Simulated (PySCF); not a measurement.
C2H4N, charge +1, singlet, geometry from GFN2-xTB; MP2/pcseg-1 (PySCF).

PySCF was given this input:
```python
from pyscf import gto, scf, mp

mol = gto.Mole()
mol.atom = '''
    C     0.00334141    0.00125523   -1.23755640
    C    -0.00040118   -0.00015071    0.14858327
    N    -0.00350170   -0.00131545    1.29692576
    H     0.00839961    1.03012222   -1.61351707
    H     0.89303023   -0.51610608   -1.61269688
    H    -0.88835179   -0.50910325   -1.61749951
    H    -0.00620750   -0.00233191    2.29907192
'''
mol.basis = 'pcseg-1'
mol.charge = 1
mol.verbose = 5
mol.build()

mf = scf.RHF(mol)
mf.kernel()

pt = mp.MP2(mf, frozen=3)
pt.kernel()
print('E(MP2) = %.10f' % pt.e_tot)
```

Question: What does PySCF print? Leave out banner, timings and long lists.

Answer: 
```
PySCF version 2.14.0

[INPUT] verbose = 5
[INPUT] max_memory = 4000
[INPUT] num. atoms = 7
[INPUT] num. electrons = 22
[INPUT] charge = 1
[INPUT] spin (= nelec alpha-beta = 2S) = 0
[INPUT] symmetry False subgroup None
[INPUT] Mole.unit = angstrom
[INPUT] Symbol           X                Y                Z      unit          X                Y                Z       unit  Magmom
[...]
[INPUT] ---------------- BASIS SET ----------------
[INPUT] l, kappa, [nprim/nctr], expnt,             c_1 c_2 ...
[INPUT] C
[...]
                                187.145           0.0449576    0    0
                                42.5126           0.197901    0    0
                                11.7393            0.5    0    0
                                3.50548           0.480364    0    0
                                5.39089              0 -0.070398    0
                                0.493341             0  0.5    0
                                0.149741             0    0    1
[...]
                                1.93658           0.224999    0
                                0.526296           0.5    0
                                0.136319             0    1
[...]
[INPUT] H
[...]
                                1.86871           0.15915    0
                                0.418208           0.5    0
                                0.1061               0    1
[...]
[INPUT] N
[...]
                                259.827           0.0442539    0    0
                                59.0335           0.196096    0    0
                                16.3509            0.5    0    0
                                4.91084           0.482987    0    0
                                7.75894              0 -0.0703356    0
                                0.705573             0  0.5    0
                                0.209286             0    0    1
[...]
                                2.8186            0.230478    0
                                0.765571           0.5    0
                                0.195949             0    1
[...]
nuclear repulsion = 66.1816807619696
number of shells = 17
number of NR pGTOs = 103
number of NR cGTOs = 62
basis = pcseg-1
ecp = {}

******** <class 'pyscf.scf.hf.RHF'> ********
method = RHF
initial guess = minao
damping factor = 0
level_shift factor = 0
DIIS = <class 'pyscf.scf.diis.CDIIS'>
diis_start_cycle = 1
diis_space = 8
diis_damp = 0
SCF conv_tol = 1e-09
SCF conv_tol_grad = None
SCF max_cycles = 50
direct_scf = True
direct_scf_tol = 1e-13
Set gradient conv threshold to 3.16228e-05
Initial guess from minao.
E1 = -308.1391612737312  E2 = 108.86342596286441  Ecoul = 127.47269828822073  Exc = -18.609272325356315
init E= -133.094054548897
cond(S) = 1830.1481064945995
[...]
  mo_energy =
[-15.63217179 -11.31521138 -11.30649925  -1.604762    -1.28969006
  -0.82607759  -0.55884052  -0.53303082  -0.53303082  -0.38328649
  -0.38328649   0.08154747   0.08154747   0.10763465   0.14548353
   0.21723665   0.21723666   0.30812416   0.33892058   0.51366919
   0.61072639   0.61072639   0.65029155   0.65029155   0.75299698
   0.78291258   0.78291258   0.81161411   0.94118935   0.94118935
   0.95630414   1.22479461   1.40385965   1.49298643   1.49298643
   1.4965786    1.63137625   1.80652135   1.80652135   1.91712262
   1.91712262   2.09767429   2.14084488   2.14084488   2.23933329
   2.23933329   2.31348333   2.34076575   2.34076575   2.60475746
   2.60475746   2.69301827   2.90800991   2.95627017   2.95627018
   3.26362495   3.40751903   3.40751904   3.59790419   3.5979042
   3.61926865   4.51959398]
E1 = -300.3150067721529  E2 = 102.01308797975867  Ecoul = 119.86245256684037  Exc = -17.84936458708171
cycle= 1 E= -132.120238030425  delta_E= 0.974  |g|= 0.48  |ddm|= 2.37
[...]
  mo_energy =
[-15.9675047  -11.84654575 -11.6372905   -1.64806654  -1.40643922
  -1.16091566  -1.0053971   -0.93857643  -0.93857643  -0.8184187
  -0.8184187   -0.16604961  -0.16604961  -0.06730886  -0.03001623
   0.02404182   0.02404182   0.08114894   0.10284609   0.25225242
   0.31485492   0.31485492   0.40068632   0.40068633   0.51447838
   0.55965191   0.55965191   0.62746113   0.66371962   0.68367831
   0.68367831   0.94921607   1.11623157   1.18006327   1.18006327
   1.24945592   1.36247825   1.42958318   1.42958318   1.62514803
   1.62514803   1.86239285   1.86726758   1.86726759   1.96386563
   1.96386564   2.02615912   2.03200639   2.0320064    2.32157664
   2.32157664   2.42578321   2.61217244   2.69272836   2.69272836
   3.00328013   3.1114871    3.1114871    3.28113333   3.31385195
   3.31385197   4.20572786]
E1 = -302.94715774495864  E2 = 104.58100816871818  Ecoul = 122.67494318136991  Exc = -18.093935012651727
cycle= 2 E= -132.184468814271  delta_E= -0.0642  |g|= 0.201  |ddm|= 0.549
[...]
  mo_energy =
[-15.92347231 -11.60201236 -11.46658346  -1.57185353  -1.30134294
  -1.14196391  -0.9204193   -0.87041889  -0.87041889  -0.76542567
  -0.76542567  -0.0936245   -0.0936245   -0.0465294   -0.02400196
   0.04871972   0.04871973   0.1214053    0.14834204   0.29983954
   0.38475129   0.38475129   0.43547733   0.43547733   0.55106939
   0.62470534   0.62470534   0.67668636   0.70812189   0.70812189
   0.74037723   1.00202212   1.18473706   1.26047754   1.26047754
   1.27591425   1.39802946   1.52786559   1.52786559   1.67171317
   1.67171317   1.89924938   1.92466335   1.92466336   2.003897
   2.00389701   2.08037031   2.08037032   2.10950367   2.37966523
   2.37966523   2.47541241   2.64201058   2.74671218   2.74671219
   3.07033813   3.18018669   3.1801867    3.3882622    3.38902488
   3.3890249    4.25655264]
E1 = -302.38480535538304  E2 = 104.0094760951104  Ecoul = 122.08389447050382  Exc = -18.07441837539342
cycle= 3 E= -132.193648498303  delta_E= -0.00918  |g|= 0.0712  |ddm|= 0.192
[...]
  mo_energy =
[-15.86120129 -11.61784922 -11.47619288  -1.55510251  -1.30448096
  -1.12004162  -0.92642184  -0.86756864  -0.86756864  -0.7574594
[...]
   1.68015482   1.90501815   1.929183     1.929183     2.01050907
   2.01050908   2.08909013   2.08909013   2.10847334   2.3840548
   2.3840548    2.48230054   2.65699088   2.7514979    2.75149791
   3.07392903   3.18485142   3.18485143   3.38823987   3.39062192
   3.39062194   4.27122964]
E1 = -302.3929025818049  E2 = 104.01627790830666  Ecoul = 122.09021463883438  Exc = -18.07393673052772
cycle= 5 E= -132.194943911529  delta_E= -0.000154  |g|= 0.00268  |ddm|= 0.0202
[...]
  mo_energy =
[-15.88689093 -11.62049346 -11.482516    -1.56352421  -1.30551526
  -1.12877167  -0.92823081  -0.86986855  -0.86986854  -0.76227955
  -0.76227955  -0.09037899  -0.09037899  -0.04174836  -0.01982019
   0.04863421   0.04863421   0.12281149   0.14809121   0.30380663
   0.38141913   0.38141913   0.43571162   0.43571162   0.55791572
   0.62280627   0.62280627   0.67972462   0.71958435   0.71958435
   0.73456154   1.00645331   1.18872649   1.26195627   1.26195627
   1.28109939   1.40442561   1.52416244   1.52416244   1.67979629
   1.67979629   1.90509392   1.92892649   1.92892649   2.01028506
   2.01028507   2.08883116   2.08883116   2.10834711   2.38385932
   2.38385932   2.48204704   2.65632893   2.75135941   2.75135941
   3.07390733   3.18458358   3.18458359   3.38800844   3.39045748
   3.39045749   4.27067899]
E1 = -302.39262182109235  E2 = 104.0159931151579  Ecoul = 122.09037007157046  Exc = -18.074376956412564
cycle= 6 E= -132.194947943965  delta_E= -4.03e-06  |g|= 0.000627  |ddm|= 0.00511
[...]
  mo_energy =
[-15.88706828 -11.62038973 -11.48236641  -1.56363293  -1.30547592
  -1.12886682  -0.92819097  -0.86984801  -0.86984801  -0.762316
  -0.762316    -0.09036438  -0.09036438  -0.04175781  -0.01983098
   0.04864733   0.04864733   0.12280104   0.14809959   0.30381842
   0.38144477   0.38144477   0.43573679   0.4357368    0.55789433
   0.62285595   0.62285596   0.67979508   0.71953967   0.71953967
   0.73457455   1.00643175   1.1886956    1.26199082   1.26199083
   1.2811065    1.40436591   1.5241453    1.5241453    1.67979152
   1.67979152   1.90515449   1.92895268   1.92895268   2.01031181
   2.01031182   2.08877442   2.08877442   2.10839643   2.38388259
   2.38388259   2.48206873   2.6563057    2.75139633   2.75139633
   3.07396761   3.1845865    3.1845865    3.3880011    3.39050711
   3.39050712   4.27060183]
E1 = -302.3925674494743  E2 = 104.0159385245965  Ecoul = 122.09041009447647  Exc = -18.07447156987996
cycle= 7 E= -132.194948162908  delta_E= -2.19e-07  |g|= 0.00011  |ddm|= 0.00152
[...]
  mo_energy =
[-15.8870438  -11.6203114  -11.48247595  -1.56360827  -1.30549653
  -1.12885888  -0.92820317  -0.86985217  -0.86985217  -0.76231721
  -0.7623172   -0.09035282  -0.09035282  -0.04176122  -0.01983321
   0.0486415    0.0486415    0.12279932   0.14809474   0.30382354
   0.38145953   0.38145953   0.43573233   0.43573233   0.55789133
   0.62282776   0.62282776   0.67977264   0.71955003   0.71955003
   0.73457338   1.00642715   1.18871573   1.26198319   1.2619832
   1.28109863   1.40437521   1.52417253   1.52417253   1.67978865
   1.67978865   1.90514473   1.92894132   1.92894133   2.01030476
   2.01030476   2.08879006   2.08879006   2.10838089   2.38387473
   2.38387474   2.48205956   2.65630322   2.75138234   2.75138234
   3.07395186   3.18458129   3.1845813    3.38800339   3.39048704
   3.39048705   4.27061784]
E1 = -302.39262501974406  E2 = 104.01599608947812  Ecoul = 122.09048828322155  Exc = -18.074492193743424
cycle= 8 E= -132.194948168296  delta_E= -5.39e-09  |g|= 2.98e-05  |ddm|= 0.000224
[...]
  mo_energy =
[-15.88705259 -11.62032383 -11.48244647  -1.56361428  -1.30549085
  -1.1288598   -0.92819519  -0.86984894  -0.86984894  -0.76231613
  -0.76231613  -0.09035424  -0.09035423  -0.0417602   -0.01983169
   0.04864321   0.04864321   0.12279988   0.14809686   0.30382531
   0.38145812   0.38145812   0.43573521   0.43573521   0.55789356
   0.6228367    0.6228367    0.67978213   0.71954774   0.71954774
   0.73457446   1.00642908   1.18871439   1.26198832   1.26198832
   1.28110207   1.40437341   1.52416861   1.52416861   1.67979165
   1.67979165   1.90515229   1.92894738   1.92894738   2.01031018
   2.01031018   2.08878688   2.08878689   2.1083875    2.38388033
   2.38388034   2.48206453   2.65630581   2.75138952   2.75138952
   3.07396045   3.18458528   3.18458528   3.38800516   3.39049563
   3.39049564   4.27061541]
E1 = -302.39263360864504  E2 = 104.01600467801374  Ecoul = 122.09049955828077  Exc = -18.074494880267025
cycle= 9 E= -132.194948168662  delta_E= -3.65e-10  |g|= 4.55e-06  |ddm|= 6.85e-05
[...]
  mo_energy =
[-15.88705206 -11.62032141 -11.48244936  -1.56361352  -1.30549095
  -1.12885908  -0.92819528  -0.86984912  -0.86984912  -0.76231611
  -0.76231611  -0.09035382  -0.09035382  -0.04176008  -0.01983152
   0.04864296   0.04864296   0.12279988   0.14809674   0.30382573
   0.38145868   0.38145868   0.43573497   0.43573497   0.55789394
   0.62283581   0.62283581   0.67978114   0.71954814   0.71954814
   0.73457477   1.00642927   1.18871502   1.26198821   1.26198821
   1.2811019    1.40437386   1.52416967   1.52416967   1.67979168
   1.67979168   1.90515162   1.92894718   1.92894718   2.01030995
   2.01030995   2.08878751   2.08878751   2.10838708   2.38388018
   2.38388018   2.48206423   2.65630601   2.75138904   2.75138904
   3.0739598    3.18458527   3.18458527   3.38800539   3.39049501
   3.39049502   4.2706161 ]
E1 = -302.39263642762955  E2 = 104.01600749698864  Ecoul = 122.09050290534051  Exc = -18.07449540835188
Extra cycle  E= -132.194948168671  delta_E= -9.66e-12  |g|= 1.62e-06  |ddm|= 7.22e-06
converged SCF energy = -132.194948168671

******** <class 'pyscf.mp.mp2.RMP2'> ********
nocc = 8, nmo = 59
frozen orbitals 3
transform (ia|jb) incore
E(RMP2) = -132.617440654878  E_corr = -0.422492486206307
E(SCS-RMP2) = -132.612560856139  E_corr = -0.417612687468072
E_corr(same-spin) = -0.103128803053265
E_corr(oppo-spin) = -0.319363683153042
E(MP2) = -132.6174406549
```
